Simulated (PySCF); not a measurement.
Atom-mapped SMILES (the numbers label the heavy atoms): `[CH3:1][c:2]1[cH:3][cH:4][cH:5][c:6]([C:7]#[N:8])[cH:9]1` (H(Xn): hydrogen on atom n).

GIAO PBE0/pcSseg-1 shifts (PySCF, gas phase, non-relativistic, equivalent atoms averaged), each against references optimised in the same way as the molecule (TMS, NH3).

On the GFN2-xTB geometry: C2 145.0, C9 139.9, C3 138.3, C5 136.9, C4 134.5, C7 124.7, C6 117.8, C1 23.9, N8 315.3, H(C9) 7.79, H(C5) 7.78, H(C4) 7.69, H(C3) 7.68, H(C1) 2.56 ppm.

Q: What changes on the PBE0-D3(BJ)/def2-SVP geometry?

A: 
```json
{"atoms": "C2", "δ (ppm)": "144.3", "change": "-0.7"}
{"atoms": "C9", "δ (ppm)": "139.5", "change": "-0.4"}
{"atoms": "C3", "δ (ppm)": "138.4", "change": "+0.1"}
{"atoms": "C5", "δ (ppm)": "136.5", "change": "-0.4"}
{"atoms": "C4", "δ (ppm)": "134.1", "change": "-0.4"}
{"atoms": "C7", "δ (ppm)": "124.4", "change": "-0.3"}
{"atoms": "C6", "δ (ppm)": "118.1", "change": "+0.3"}
{"atoms": "C1", "δ (ppm)": "23.0", "change": "-0.9"}
{"atoms": "N8", "δ (ppm)": "318.8", "change": "+3.5"}
{"atoms": "H(C9)", "δ (ppm)": "7.55", "change": "-0.24"}
{"atoms": "H(C5)", "δ (ppm)": "7.56", "change": "-0.22"}
{"atoms": "H(C4)", "δ (ppm)": "7.48", "change": "-0.21"}
{"atoms": "H(C3)", "δ (ppm)": "7.48", "change": "-0.20"}
{"atoms": "H(C1)", "δ (ppm)": "2.44", "change": "-0.12"}
```

Bonds between heavy atoms that differ most (equivalent bonds averaged): C6–C7 1.414 → 1.433 Å, C7–N8 1.147 → 1.159 Å, C9–C2 1.386 → 1.396 Å, C2–C3 1.392 → 1.402 Å, C4–C5 1.382 → 1.391 Å. Mean change of bonds to hydrogen: C–H +0.012 Å.
